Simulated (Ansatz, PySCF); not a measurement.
Process, species as SMILES: C[SiH3] [methylsilane] → [CH2-][SiH3] + H+
Geometries: B3LYP-D3(BJ)/def2-TZVP minima from Ansatz (a quantum-chemistry and plane-wave program).

Wanted: gas-phase deprotonation energy (0 K, with B3LYP-D3(BJ) harmonic zero-point energies from PySCF), in eV. Cores are frozen in the correlated levels unless marked. Spin-orbit coupling is left out. No relativistic terms. Anions need diffuse functions: def2-D sets add few; the other sets have none. CBS(X,Y): correlation extrapolated as X^-3; Hartree-Fock from the larger set. [CCSD(T)-MP2]/basis is that difference in the basis named.

```json
[
 {"level": "PBE-D3(BJ)/def2-TZVPD", "program": "Ansatz + dftd3", "gas-phase deprotonation energy (eV)": "___"},
 {"level": "r2SCAN-D3(BJ)/def2-TZVPD", "program": "Ansatz + dftd3", "gas-phase deprotonation energy (eV)": "16.90"},
 {"level": "PBE0/def2-QZVPP", "program": "Ansatz", "gas-phase deprotonation energy (eV)": "16.95"},
 {"level": "PW6B95-D3(BJ)/def2-TZVPD", "program": "PySCF + dftd3", "gas-phase deprotonation energy (eV)": "16.95"},
 {"level": "B2GP-PLYP/def2-TZVPD", "program": "Ansatz", "gas-phase deprotonation energy (eV)": "___"},
 {"level": "SCS-MP2/6-31G", "program": "Ansatz", "gas-phase deprotonation energy (eV)": "17.84"},
 {"level": "CCSD/cc-pVTZ", "program": "Ansatz", "gas-phase deprotonation energy (eV)": "___"},
 {"level": "RI-MP2/CBS(def2-TZVPPD,def2-QZVPPD)+[CCSD(T)-MP2]/def2-TZVPPD", "program": "Ansatz", "gas-phase deprotonation energy (eV)": "16.90"}
]
```

### Question
Fill in the missing entries.

### Answer

- PBE-D3(BJ)/def2-TZVPD, gas-phase deprotonation energy (eV): 16.76
- B2GP-PLYP/def2-TZVPD, gas-phase deprotonation energy (eV): 16.92
- CCSD/cc-pVTZ, gas-phase deprotonation energy (eV): 17.24
